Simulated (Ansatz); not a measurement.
C₆H₁₈Cl₂Si₃⁺, that is SiCl2(SiMe3)2 with one electron fewer. Charge 1, multiplicity 2. Geometry PBE0-D4/def2-SVP, that of the neutral singlet; atoms count from 1.

Cartesian coordinates in Å:
```
Si 0.980 0.371 0.437
Cl 2.794 0.577 -0.612
Cl 1.316 0.969 2.428
Si 0.544 -1.930 0.523
C 2.072 -2.727 1.276
C -0.973 -2.198 1.606
C 0.253 -2.536 -1.237
H 1.959 -3.820 1.351
H 2.255 -2.325 2.285
H 2.959 -2.509 0.661
H -0.818 -1.747 2.599
H -1.871 -1.742 1.162
H -1.172 -3.273 1.746
H -0.649 -2.080 -1.675
H 1.110 -2.281 -1.879
H 0.122 -3.631 -1.261
Si -0.475 1.957 -0.488
C -2.100 1.892 0.461
C 0.371 3.623 -0.283
C -0.718 1.534 -2.307
H -2.791 2.677 0.113
H -1.923 2.045 1.537
H -2.602 0.920 0.333
H 0.554 3.831 0.783
H 1.344 3.624 -0.798
H -0.244 4.439 -0.696
H 0.255 1.477 -2.821
H -1.224 0.563 -2.431
H -1.328 2.300 -2.813
```

(1) Estimate the Mulliken populations from the PBE0/def2-SVP orbitals of Ansatz.

(2) Where does the spin sit?

(3) And the Mayer bond orders between bonded heavy atoms (over 0.3)?

Results:

(1) 
```
atom  charge (e)  spin (α − β)
 Si1        0.42          0.22
 Cl2       -0.13          0.11
 Cl3       -0.13          0.11
 Si4        0.33          0.18
  C5       -0.30          0.04
  C6       -0.31          0.02
  C7       -0.31          0.02
  H8        0.13          0.01
  H9        0.11          0.00
 H10        0.11          0.00
 H11        0.11          0.00
 H12        0.10          0.00
 H13        0.13          0.01
 H14        0.10          0.00
 H15        0.11          0.00
 H16        0.13          0.01
Si17        0.33          0.18
 C18       -0.31          0.02
 C19       -0.30          0.04
 C20       -0.31          0.02
 H21        0.13          0.01
 H22        0.11          0.00
 H23        0.10          0.00
 H24        0.11          0.00
 H25        0.11          0.00
 H26        0.13          0.01
 H27        0.11          0.00
 H28        0.10          0.00
 H29        0.13          0.01
```
Mulliken values and Mayer orders depend strongly on the basis.

(2) Summed by element: Si 0.58, Cl 0.21, C 0.14, H 0.06, of 1 unpaired in all. Largest on single atoms: Si1 0.22, Si4 0.18, Si17 0.18.

(3) Si1–Cl2 1.15 (2.11 Å); Si1–Cl3 1.15 (2.11 Å); Si1–Si4 0.70 (2.34 Å); Si1–Si17 0.70 (2.34 Å); Si4–C5 1.06 (1.88 Å); Si4–C6 1.05 (1.88 Å); Si4–C7 1.05 (1.88 Å); Si17–C18 1.05 (1.88 Å); Si17–C19 1.06 (1.88 Å); Si17–C20 1.05 (1.88 Å).
